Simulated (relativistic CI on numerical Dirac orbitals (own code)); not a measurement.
One change at a time: Cs¹³⁺

Base calculation: Dirac-Coulomb-Breit CI, separate exchange-only KLI orbitals for each configuration, model QED (radiative potential, 1s self-energy scaled to tabulated hydrogen-like ionisation energies), unscaled Slater integrals.

CI space (outside the closed core [Ar] 3d10): 4s2.4p6.4d6, 4s2.4p5.4d7, 4s2.4p6.4d5.4f, 4s2.4p4.4d8, 4s.4p6.4d7, 4s2.4p6.4d5.5s, 4s2.4p6.4d5.5p, 4p6.4d8, 4s2.4p6.4d4.5s2, 4s2.4p6.4d4.4f.5s, 4s2.4p6.4d5.5d, 4s2.4p6.4d4.5p2, 4s2.4p6.4d5.6s, 4s2.4p6.4d5.6d. Levels of other configurations are missing.

Variants: (1) valence Slater integrals scaled by 0.9; (2) non-relativistic limit; (3) only the first 3 configurations. Shifts of the energy above 4s2.4p6.4d6 5D_4, in cm⁻¹, for the lowest level and the first level of each name with at least 55 % of one term (blank where a level changes its place among those of its configuration and J or its character, or is not in the variant):

```
            Level    Base   Δ(1)    Δ(2)   Δ(3)
 4s2.4p6.4d6 5D_4       0      0       0      0
 4s2.4p6.4d6 5D_2   11067   -657  -11067  +1370
 4s2.4p6.4d6 5D_3   11871   +308  -11871   -338
 4s2.4p6.4d6 5D_1   17489    +28  -17489   +477
 4s2.4p6.4d6 5D_0   18029   -262  -18029   +920
 4s2.4p6.4d6 3H_6   44091  -3539   -6516  -2429
 4s2.4p6.4d6 3F_3   48187  -3258  -10554  +1806
 4s2.4p6.4d6 3F_2   49059  -3386  -11426  +3157
 4s2.4p6.4d6 3H_4   56638                      
 4s2.4p6.4d6 3G_4   63565  -4122  -19530   +743
 4s2.4p6.4d6 3D_2   63684  -4311  -10670  +3709
 4s2.4p6.4d6 3D_3   68097  -4276               
 4s2.4p6.4d6 3G_3   69334  -3828               
 4s2.4p6.4d6 3P_1   72634  -2911          +4406
 4s2.4p6.4d6 1I_6   75318  -4983  -18717  -3262
 4s2.4p6.4d6 3P_0   78415  -6661          +5980
 4s2.4p6.4d6 1F_3   82994  -6844   -8415  +4028
 4s2.4p6.4d6 1G_4   84132  -4491  -29779   +800
 4s2.4p6.4d6 1D_2   85084  -5032  -23991  +5700
4s2.4p5.4d7 5G°_6  691146  +7039  -21557  -4489
4s2.4p5.4d7 3D°_3  706777  +6068          -4482
4s2.4p5.4d7 5G°_5  716176  +6136          -4484
```

At this charge transitions that keep the count of f electrons are usually good to a few per cent. Terms inside the open d or f shell come out 10 to 20 % too wide with unscaled integrals. Levels and lines within the n = 5 or 6 shells can be off by up to 10 % or somewhat more, and those that change n by about 2 %, since core polarisation is missing. Levels that differ in their count of f electrons can be misplaced by several ten thousand cm⁻¹, since the correlation energy of f electrons is missing or only estimated; rates across such gaps can be off by orders of magnitude.

Ionisation energy from one configuration of each of the two ions, the ground ones as tabulated or assumed: base 316.491 eV; valence Slater integrals scaled by 0.9 316.935 eV. The NIST ASD value (theoretical) is 316 ± 3 eV.

LS names give the leading component of a level, which can be under half, so a name can repeat, a term be missing and a line seem to break the LS rules.
